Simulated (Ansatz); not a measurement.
Isolated molecules relaxed with PBE0-D4/def2-TZVP in Ansatz; ΔE leaves out vibrations. CCSD(T)/CBS adds triple-zeta CCSD(T) − MP2 to the extrapolated MP2 energy (def2 sets, frozen cores). Functionals use def2-TZVPP. One conformer a species, not always the lowest.

`FC([SiH3])B[SiH3]` + `N=CCF` → `FC/C=N\[SiH3]` + `BC(F)[SiH3]`  (cleavage of the Si–B bond)

Is it downhill or uphill in electronic energy at CCSD(T)/CBS, and by how much? (Estimate.)

Ansatz gave: Downhill: ΔE = -8.8 kcal/mol.

What do these levels give: r2SCAN-D4, PBE0-D4, ωB97X-V, SCS-MP2/def2-TZVPP, HF/def2-QZVPP, SCS-MP2/def2-QZVPP? (Best estimate.)

Ansatz gave: r2SCAN-D4 -7.8, PBE0-D4 -6.1, ωB97X-V -9.2, SCS-MP2/def2-TZVPP -11.4, HF/def2-QZVPP -16.2, SCS-MP2/def2-QZVPP -11.8 kcal/mol.

Largest T1 diagnostic among the species: 0.014.

From PBE to PBE0 (25 % exact exchange), in def2-TZVPP and without D4, ΔE moves by −1.5 kcal/mol. In def2-TZVPP, CCSD(T) changes the Hartree–Fock value by +7.5 kcal/mol (the triples alone add +1.0 kcal/mol) and MP2 by +5.4 kcal/mol.
